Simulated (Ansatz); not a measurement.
`[OH][SnH]1[NH]C[O]1`, charge 0, multiplicity 1.

Task: Give a relaxed structure at PBE0-D4/def2-TZVP (Ansatz). (An estimate is asked.)

Result: Computed: 
Z-matrix (Å, degrees):
```
Sn
N 1 2.028
C 1 2.509 2 36.0
O 1 1.949 2 113.8 3 -112.4
O 1 1.990 2 70.1 3 -4.5
H 1 1.697 2 131.4 3 111.1
H 2 1.011 1 122.0 3 -119.3
H 3 1.098 1 129.2 2 -88.1
H 3 1.099 1 122.1 2 95.2
H 4 0.961 1 112.3 2 31.0
```
This is one stationary point; other conformers may exist.
